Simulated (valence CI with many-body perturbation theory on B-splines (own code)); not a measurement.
Level structure of Bi⁴⁴⁺

Method: configuration interaction combined with many-body perturbation theory (CI+MBPT): three valence electrons over a frozen Dirac-Fock core [Kr], radial functions for each j: 7 s, 7 p, 8 d, 6 f, 4 g, 1 h, with the one-electron correlation potential Σ1 (screened to all orders), the two-electron term Σ2, the three-electron term Σ3, Breit, model QED; selected single and double excitations, second order for the rest, scaled by the run's own slope (own B-spline code, finite nucleus).

No measured spectrum was set against this ion. As an estimate, large intervals hold to a few tenths of a per cent, small ones and those within an open d or f shell to about a per cent. The list stops below the first excitations out of the core.

Levels 1 to 19 of 19, with energies above the lowest level, (4d3/2^3) J=3/2. "Leading %" is the weight of the configuration and term that name the level; weights of strongly mixed levels are sums over their largest components and can fall short. In the jj column 3d3/2^4 stands for four electrons in 3d with j = 3/2. Lifetimes count E1, E2, E3, M1 and M2 decay at the calculated energies, and are blank where another channel may lead or the interval is too uncertain; long ones can be off by a factor of two.

```csv
No.,Configuration,Term,J,E (cm⁻¹),Leading %,Lifetime,Leading jj,g
1,4d³,⁴F,3/2,0,44,,4d3/2^3 (99 %),0.727
2,4d³,⁴F,5/2,244020,81,2.94 μs,4d3/2^2 4d5/2 (99 %),1.057
3,4d³,⁴P,3/2,265320,38,3.71 μs,4d3/2^2 4d5/2 (99 %),1.175
4,4d³,²G,7/2,282930,50,1.15 ms,4d3/2^2 4d5/2 (98 %),1.041
5,4d³,²H,9/2,283780,47,,4d3/2^2 4d5/2 (99 %),1.036
6,4d³,⁴P,1/2,285450,58,9.85 μs,4d3/2^2 4d5/2 (100 %),1.815
7,4d³,²D,5/2,368980,45,29.3 μs,4d3/2^2 4d5/2 (96 %),1.239
8,4d³,⁴F,7/2,521450,67,1.63 μs,4d3/2 4d5/2^2 (99 %),1.125
9,4d³,⁴F,9/2,540090,50,2.79 μs,4d3/2 4d5/2^2 (98 %),1.135
10,4d³,⁴P,3/2,555540,40,1.40 μs,4d3/2 4d5/2^2 (100 %),1.113
11,4d³,²P,1/2,566690,57,2.14 μs,4d3/2 4d5/2^2 (100 %),1.511
12,4d³,⁴P,5/2,570280,42,2.62 μs,4d3/2 4d5/2^2 (96 %),1.303
13,4d³,²H,11/2,575740,100,6.98 μs,4d3/2 4d5/2^2 (100 %),1.085
14,4d³,²D,5/2,603860,44,4.36 μs,4d3/2 4d5/2^2 (98 %),1.090
15,4d³,²F,7/2,606320,78,5.44 μs,4d3/2 4d5/2^2 (99 %),1.087
16,4d³,²D,3/2,678180,80,2.77 μs,4d3/2 4d5/2^2 (97 %),0.879
17,4d³,²G,9/2,816480,49,1.39 μs,4d5/2^3 (99 %),1.166
18,4d³,²P,3/2,864090,42,1.32 μs,4d5/2^3 (97 %),1.144
19,4d³,²D,5/2,902130,59,1.10 μs,4d5/2^3 (97 %),1.169
```

The ionisation energy to 4d² ³F2 of the next ion comes out as 2254.7 eV (NIST: 2253 ± 4 eV (theoretical)). All 19 levels together are meant to be complete up to 1237200 cm⁻¹.
